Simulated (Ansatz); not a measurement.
Reading a saddle point

A first-order saddle point of BSiH6O2F, closed shell, PBE0-D4/def2-TZVP, with one imaginary mode of 1099i cm⁻¹:

```csv
atom,x (Å),y (Å),z (Å)
B1,-0.1979,0.7451,-0.1588
F2,1.3821,1.1166,-0.7994
O3,-1.1306,0.8359,-1.1456
O4,-0.3426,1.4243,1.0211
H5,1.0698,0.0497,-0.5276
Si6,0.1717,-1.4463,0.1581
H7,-1.7294,1.5762,-1.0096
H8,0.4431,1.4488,1.5701
H9,0.4286,-2.3320,-1.0064
H10,-1.2163,-1.6442,0.6421
H11,1.1216,-1.7742,1.2559
```

Program: Ansatz 0.2.0. Basis: def2-TZVPP and def2-QZVPP. Cores are frozen in the correlated methods. Extrapolation: Hartree–Fock as exp(−7.88 √X), correlation as X^−2.97.

Task: Which contacts change along the imaginary mode, and what lies on either side? (Judge from chemistry; the calculation decides.)

Result: The calculation gives: The step is BH₂O₂F ([OH][B]([OH])[F]) + SiH₄ → BSiH₅O₂ ([OH][B]([OH])[SiH3]) + HF, with the molecules in contact on both sides. Shortening one way: B1–Si6, F2–H5; lengthening the same way: B1–F2, H5–Si6.
| pair | one side (Å) | saddle (Å) | other side (Å) |
| --- | --- | --- | --- |
| B1–Si6 | 4.03 | 2.24 | 2.04 |
| F2–H5 | 4.89 | 1.14 | 0.94 |
| B1–F2 | 1.33 | 1.74 | 3.40 |
| H5–Si6 | 1.48 | 1.87 | 2.70 |

Task: Which side is lower, and how far does the saddle lie above each? (An estimate is asked for; the value comes from the calculation.)

Result: Computed: The side with B1–F2, H5–Si6 short is lower by 145.5 kJ/mol; the saddle lies 306.0 kJ/mol above it and 160.5 kJ/mol above the other (CCSD(T) at an estimated basis limit (MP2 extrapolated from triple and quadruple zeta, plus CCSD(T) − MP2 in triple zeta); electronic energies).

No T1 diagnostic of these runs exceeds 0.014.

Labels in which every atom is bracketed show which atoms are joined, not bond orders.

For scale, one of the runs: CCSD(T)/def2-TZVPP, 250 basis functions, launched by `ansatz run in.yaml --threads 8 --pin off --events-out ev --progress --plain --max-ram 19148MiB`. Hardware: 8 CPU threads of an Arm Neoverse V1, shared host. Wall time 81 s; peak host memory 5.6 GiB.
